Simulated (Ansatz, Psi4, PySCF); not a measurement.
C2HF5, charge +1, doublet, geometry from GFN2-xTB (a state made from the parent by changing its charge; the spin is typed, not shown lowest). Base run: PBE0/def2-SVP run with PySCF.

Geometry (Å):
```xyz
8

F      1.2380    -1.2360     0.5203
C      1.0270    -0.1845    -0.2102
F      1.5724     0.8766     0.3003
C     -0.7165     0.0971    -0.1565
F     -0.9833     0.2698     1.0964
F     -0.9178     1.1543    -0.8750
F     -1.2540    -0.9697    -0.6539
H      1.2397    -0.3309    -1.2934
```
Charge +1, spin multiplicity 2.
Orbitals are unrestricted.
All else is at PySCF's defaults.

The same geometry, method and basis name were run in Ansatz (a first-principles code) and Psi4 and PySCF, at each program's defaults and at the settings that a row names. The base is PySCF at its defaults. Differences at the defaults can come from grids, fitting, cores and function types together.

```json
[
 {"code and settings": "PySCF, defaults (exact integrals, its default grid, spherical functions)", "ΔE vs base (mEh)": "0.000", "basis functions": "103", "E (Eh)": "-574.59240", "SCF cycles": "11"},
 {"code and settings": "Psi4, defaults (density fitting with its default set, its default grid, spherical functions)", "ΔE vs base (mEh)": "0.004", "basis functions": "103", "E (Eh)": "-574.59240", "SCF cycles": "9"},
 {"code and settings": "Ansatz, defaults (factorised integrals, its default grid, spherical functions)", "ΔE vs base (mEh)": "-0.001", "basis functions": "103", "E (Eh)": "-574.59240", "SCF cycles": "-"},
 {"code and settings": "PySCF, density fitting with def2-universal-jkfit", "ΔE vs base (mEh)": "0.028", "basis functions": "103", "E (Eh)": "-574.59237", "SCF cycles": "11"},
 {"code and settings": "PySCF, fine grid", "ΔE vs base (mEh)": "-0.003", "basis functions": "103", "E (Eh)": "-574.59240", "SCF cycles": "11"},
 {"code and settings": "Psi4, exact integrals, spherical functions, fine grid", "ΔE vs base (mEh)": "-0.003", "basis functions": "103", "E (Eh)": "-574.59240", "SCF cycles": "13"},
 {"code and settings": "Ansatz, high accuracy", "ΔE vs base (mEh)": "-0.003", "basis functions": "103", "E (Eh)": "-574.59240", "SCF cycles": "-"}
]
```

Open shells are given as the SCF converged; they aren't shown to be the lowest states, and a large step between rows can be another state.
